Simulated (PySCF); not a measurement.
Si(F)2(H)(NCO) (CHF₂NOSi), SMILES F[SiH](N=C=O)F.

Coordinates come from a PBE-D3(BJ)/def2-SVP optimisation. This is a generated structure with no PubChem entry under its InChIKey; it may be hypothetical. One conformer was computed; it need not be the lowest.

Level of theory: PBE-D3(BJ)/def2-SVP (PySCF).

Frequencies are harmonic and unscaled.

```csv
mode,ν (cm⁻¹),IR (km/mol),moving atoms (share of kinetic energy)
1,46,0.0,"F 38 %, N 32 %, O 28 %"
2,50,0.5,"N 52 %, O 25 %, F 16 %"
3,270,14.5,"F 71 %, N 12 %"
4,275,8.0,"F 43 %, N 39 %, Si 11 %"
5,373,49.0,"F 45 %, Si 34 %, N 13 %"
6,583,30.3,"C 72 %, O 15 %, N 12 %"
7,587,27.4,"C 72 %, O 15 %, N 13 %"
8,609,107.5,"Si 47 %, O 24 %, C 11 %"
9,802,67.1,"H 74 %, F 21 %"
10,804,17.8,"H 86 %, F 14 %"
11,882,304.1,"F 42 %, Si 41 %, H 14 %"
12,964,202.1,"Si 50 %, F 43 %"
13,1504,66.0,"N 58 %, O 38 %"
14,2292,101.3,H 96 %
15,2418,1199.0,"C 69 %, N 19 %, O 12 %"
```
